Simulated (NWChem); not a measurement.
Molecule: GeSiH$_{4}$, singlet; SMILES [SiH3][GeH]

Low-valent species are run as closed-shell singlets; no triplet was tried in these runs.

Problem. Give the equilibrium geometry at PBE0/def2-SVP (NWChem) as a list of bonds and angles, with the point group.

Solution. point group Cs; any orientation.
Bond lengths (Å): Ge1–H2 1.598, Ge1–Si3 2.459, Si3–H4 1.501, Si3–H5 1.501, Si3–H6 1.497. Bond angles (°): H2–Ge1–Si3 87.5, Ge1–Si3–H4 109.5, Ge1–Si3–H5 109.5, Ge1–Si3–H6 114.2, H4–Si3–H5 107.8, H4–Si3–H6 107.8, H5–Si3–H6 107.8.
